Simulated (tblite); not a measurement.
Compound: C7H12N (doublet state).
Atom-mapped SMILES: `[CH2:1]=[CH:2][C:3]([CH3:4])[C:5](=[CH2:6])[CH2:7][NH2:8]` (hydrogens: H9, H10 on C1; H11 on C2; H12, H13, H14 on C4; H15, H16 on C6; H17, H18 on C7; H19, H20 on N8)
Bond orders are those of one Lewis drawing.

Computed with GFN2-xTB (tblite), gas phase: L-BFGS steps from a force-field or distance-geometry start until the largest atomic force falls under 0.01 eV/Å.

Step 29: E = -650.3704 eV
```
atom  x, y, z in Å  |  force x, y, z in eV/Å
C1     -2.4625    1.5606   -0.0242   -0.011  -0.020   0.005
C2     -1.7433    0.7751   -0.8062    0.047   0.012   0.020
C3     -0.7530   -0.2002   -0.3220    0.068  -0.010   0.014
C4     -1.2771   -1.5649   -0.0170   -0.005  -0.007   0.026
C5      0.5931    0.1429   -0.1799    0.051   0.011  -0.033
C6      1.0599    1.3906   -0.5092    0.017   0.008   0.036
C7      1.5637   -0.9047    0.3589   -0.016   0.008   0.012
N8      2.9802   -0.6447    0.1827   -0.055   0.028   0.010
H9     -3.1971    2.2450   -0.4149    0.010  -0.004  -0.012
H10    -2.3439    1.5470    1.0471    0.009   0.007  -0.014
H11    -1.8797    0.8013   -1.8831   -0.037   0.026  -0.031
H12    -0.6674   -2.3337   -0.4910   -0.003  -0.049  -0.002
H13    -2.3011   -1.6704   -0.3668   -0.026   0.039   0.002
H14    -1.2643   -1.7564    1.0583    0.027  -0.003  -0.001
H15     0.4112    2.1536   -0.9013   -0.017  -0.065   0.033
H16     2.0927    1.6664   -0.3754   -0.062  -0.017  -0.034
H17     1.3647   -1.8724   -0.1134   -0.011   0.056  -0.045
H18     1.3817   -1.0308    1.4329    0.002   0.011  -0.022
H19     3.2586    0.1765    0.7104    0.005  -0.026  -0.032
H20     3.1784   -0.4700   -0.7987    0.008  -0.004   0.068
```

Step 30: E = -650.3715 eV
```
atom  x, y, z in Å  |  force x, y, z in eV/Å
C1     -2.4613    1.5597   -0.0251   -0.002  -0.032  -0.004
C2     -1.7429    0.7737   -0.8078    0.061   0.033   0.012
C3     -0.7509   -0.1995   -0.3218    0.037  -0.010   0.024
C4     -1.2779   -1.5629   -0.0154    0.002  -0.027   0.010
C5      0.5947    0.1451   -0.1766    0.025  -0.009  -0.065
C6      1.0592    1.3921   -0.5099    0.000   0.006   0.045
C7      1.5641   -0.9040    0.3591   -0.032   0.007   0.008
N8      2.9803   -0.6463    0.1852   -0.042   0.021   0.006
H9     -3.1968    2.2443   -0.4148    0.021  -0.015   0.003
H10    -2.3382    1.5427    1.0459   -0.008   0.022  -0.019
H11    -1.8783    0.8006   -1.8854   -0.038   0.021  -0.014
H12    -0.6707   -2.3334   -0.4905   -0.002  -0.045  -0.006
H13    -2.3027   -1.6662   -0.3660   -0.001   0.042   0.026
H14    -1.2618   -1.7574    1.0598    0.013   0.010  -0.010
H15     0.4040    2.1508   -0.8991   -0.003  -0.046   0.026
H16     2.0909    1.6707   -0.3787   -0.047  -0.009  -0.033
H17     1.3642   -1.8682   -0.1189   -0.017   0.036  -0.035
H18     1.3808   -1.0326    1.4319   -0.001  -0.003  -0.006
H19     3.2582    0.1752    0.7112    0.018   0.000  -0.014
H20     3.1798   -0.4737   -0.7958    0.017   0.001   0.045
```

Step 31: E = -650.3724 eV
```
atom  x, y, z in Å  |  force x, y, z in eV/Å
C1     -2.4602    1.5581   -0.0258    0.009  -0.034  -0.011
C2     -1.7416    0.7732   -0.8096    0.057   0.038  -0.003
C3     -0.7487   -0.1992   -0.3219   -0.002  -0.012   0.014
C4     -1.2782   -1.5618   -0.0139    0.014  -0.031  -0.008
C5      0.5964    0.1464   -0.1758   -0.004  -0.026  -0.065
C6      1.0588    1.3935   -0.5093   -0.018  -0.001   0.041
C7      1.5637   -0.9033    0.3590   -0.031   0.006  -0.001
N8      2.9795   -0.6472    0.1874   -0.015   0.009   0.008
H9     -3.1964    2.2433   -0.4143    0.026  -0.023   0.011
H10    -2.3334    1.5394    1.0447   -0.020   0.030  -0.019
H11    -1.8785    0.8007   -1.8878   -0.027   0.013   0.013
H12    -0.6732   -2.3342   -0.4899   -0.010  -0.034  -0.006
H13    -2.3040   -1.6623   -0.3645    0.019   0.039   0.043
H14    -1.2591   -1.7573    1.0610    0.001   0.017  -0.014
H15     0.3988    2.1479   -0.8969   -0.001  -0.017   0.015
H16     2.0892    1.6737   -0.3804   -0.015   0.004  -0.028
H17     1.3634   -1.8644   -0.1240   -0.020   0.013  -0.024
H18     1.3796   -1.0336    1.4309   -0.009  -0.015   0.009
H19     3.2576    0.1747    0.7113    0.024   0.022   0.007
H20     3.1814   -0.4769   -0.7928    0.022   0.003   0.017
```

Step 32: E = -650.3732 eV
```
atom  x, y, z in Å  |  force x, y, z in eV/Å
C1     -2.4591    1.5558   -0.0266    0.018  -0.023  -0.011
C2     -1.7394    0.7734   -0.8120    0.037   0.027  -0.013
C3     -0.7468   -0.1991   -0.3227   -0.032  -0.017  -0.008
C4     -1.2781   -1.5612   -0.0129    0.022  -0.022  -0.019
C5      0.5978    0.1471   -0.1768   -0.024  -0.032  -0.043
C6      1.0583    1.3949   -0.5076   -0.029  -0.009   0.028
C7      1.5627   -0.9028    0.3586   -0.016   0.002  -0.011
N8      2.9783   -0.6476    0.1898    0.012   0.000   0.010
H9     -3.1957    2.2417   -0.4129    0.025  -0.026   0.010
H10    -2.3290    1.5367    1.0434   -0.025   0.030  -0.012
H11    -1.8801    0.8012   -1.8904   -0.011   0.007   0.035
H12    -0.6758   -2.3361   -0.4892   -0.016  -0.020  -0.005
H13    -2.3050   -1.6588   -0.3617    0.027   0.034   0.049
H14    -1.2563   -1.7558    1.0621   -0.004   0.017  -0.012
H15     0.3953    2.1459   -0.8948   -0.007   0.011   0.006
H16     2.0876    1.6765   -0.3811    0.014   0.013  -0.022
H17     1.3620   -1.8611   -0.1290   -0.017  -0.005  -0.012
H18     1.3778   -1.0347    1.4298   -0.018  -0.022   0.015
H19     3.2571    0.1753    0.7111    0.020   0.032   0.023
H20     3.1832   -0.4803   -0.7898    0.024   0.004  -0.007
```

Q: Estimate the geometry and energy of step 33. (The exact step hangs on the optimiser's Hessian estimate; all steps are aligned on step 32, rigid shifts and turns removed.)

A: E = -650.3739 eV, largest force 0.054 eV/Å
```
atom  x, y, z in Å  |  force x, y, z in eV/Å
C1     -2.4578    1.5531   -0.0275    0.022  -0.004  -0.004
C2     -1.7369    0.7739   -0.8147    0.009   0.005  -0.013
C3     -0.7455   -0.1993   -0.3244   -0.038  -0.020  -0.029
C4     -1.2774   -1.5610   -0.0122    0.023  -0.007  -0.019
C5      0.5987    0.1472   -0.1789   -0.028  -0.025  -0.013
C6      1.0577    1.3964   -0.5054   -0.029  -0.012   0.009
C7      1.5614   -0.9025    0.3580    0.005  -0.003  -0.015
N8      2.9774   -0.6478    0.1924    0.027   0.000   0.009
H9     -3.1949    2.2397   -0.4107    0.017  -0.022  -0.001
H10    -2.3252    1.5346    1.0419   -0.023   0.024   0.000
H11    -1.8823    0.8018   -1.8927    0.005   0.002   0.040
H12    -0.6786   -2.3389   -0.4885   -0.017  -0.007  -0.005
H13    -2.3054   -1.6557   -0.3576    0.019   0.027   0.043
H14    -1.2537   -1.7534    1.0629   -0.001   0.014  -0.007
H15     0.3930    2.1450   -0.8930   -0.014   0.029   0.000
H16     2.0865    1.6798   -0.3815    0.024   0.010  -0.014
H17     1.3601   -1.8586   -0.1337   -0.007  -0.016  -0.001
H18     1.3756   -1.0364    1.4288   -0.027  -0.023   0.009
H19     3.2569    0.1767    0.7111    0.008   0.026   0.027
H20     3.1851   -0.4838   -0.7869    0.025   0.004  -0.017
```

The energy changes by -0.0007 eV. The first-order estimate −F·Δx gives -0.0009 eV and the mean of the old and new forces, exact on a quadratic surface, -0.0007 eV. The step makes an angle of 68° with the force vector and moves no atom by more than 0.006 Å.

What follows is the cost of the whole relaxation. Hardware: an Arm Neoverse V1 with one thread, no GPU, shared host with 32 logical CPUs at a one-minute load of 27. Cost: 1.1 s.
